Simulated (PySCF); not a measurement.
benzoquinone (C₆H₄O₂), SMILES C1C(C=CC(=O)C=1)=O. Heavy atoms are numbered as in [O:1]=[C:2]1[CH:3]=[CH:4][C:5](=[O:6])[CH:7]=[CH:8]1. Hydrogens are named by the atom that carries them.

Geometry optimised at PBE0-D3(BJ)/def2-SVP.

Calculation: PBE/pcSseg-1 (PySCF).

GIAO shieldings, no solvent; atoms alike by connectivity are averaged. δ = σ(ref) − σ: ¹⁷O against H2O (σ = 334.3 ppm); ¹³C against TMS (σ = 182.0 ppm); ¹H against TMS (σ = 31.49 ppm), references at their B3LYP-D3(BJ)/def2-TZVP geometries, non-relativistic.

```csv
atoms,nucleus,count,δ (ppm)
O1,¹⁷O,2,[?]
C2,¹³C,2,194.5
C3 (CH),¹³C,4,139.3
H on C3,¹H,4,[?]
```

**Question.** Complete the blanks. (An estimate is asked for; the answer gives what the named calculation found.)

**Answer.** 
- H on C3, δ (ppm): 6.70
- O1, δ (ppm): 804.8
